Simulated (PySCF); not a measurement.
Computed shifts of a molecule C3H6O3, PBE/pcSseg-1 run with PySCF, GIAO, gas phase, atoms alike by connectivity averaged where their shifts nearly agree, in ppm (number of nuclei): ¹³C: 161.6 (1), 57.3 (2). ¹H: 3.93 (6). References: ¹³C against TMS (σ = 182.0 ppm); ¹⁷O against H2O (σ = 334.3 ppm); ¹H against TMS (σ = 31.49 ppm), references at their B3LYP-D3(BJ)/def2-TZVP geometries, non-relativistic. Coordinates come from a PBE0-D3(BJ)/def2-SVP optimisation. The values are those of a single conformer.

### Question
Identify the compound among the candidates.
A) COC(=O)OC
B) C1OCOCO1
C) COC1OCO1
D) OCC1OCO1

### Answer
A, COC(=O)OC
